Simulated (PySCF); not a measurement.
**Worked example: oscillator strength and radiative lifetime**

B(F)(NH2)(NMe2) (C2H8BFN2), SMILES CN(C)B(N)F.

The structure is a stationary point at B3LYP-D3(BJ)/def2-SVP. One conformer was computed; it need not be the lowest.

TDDFT-PBE/def2-SVPD in PySCF puts the first singlet state with f over 0.02 at 6.87 eV (vertical), with the transition dipole (0.706, -0.682, 0.294) in atomic units.

Q: Find the oscillator strength, the wavelength and the radiative lifetime that this transition would have in vacuum if emission retraced absorption.

A: 
|μ|² = 1.0500 au, so |μ| = 2.60 D. ΔE = 6.87/27.211 = 0.2525 hartree. f = (2/3) ΔE |μ|² = 0.177 (the program prints 0.177).
λ = 1239.84/6.87 = 180 nm; ν = 55410 cm⁻¹.
Einstein's coefficient A = 0.6670 ν² f s⁻¹ (ν in cm⁻¹) = 3.6e8 s⁻¹, so τ = 1/A = 2.8 ns. This state is S6; the lower singlets have f = 0.013, 0.008, 0.001, 0.011, 0.001. The figure is the radiative limit of this one transition; relaxation, internal conversion, crossing to triplets and a medium change what is measured.
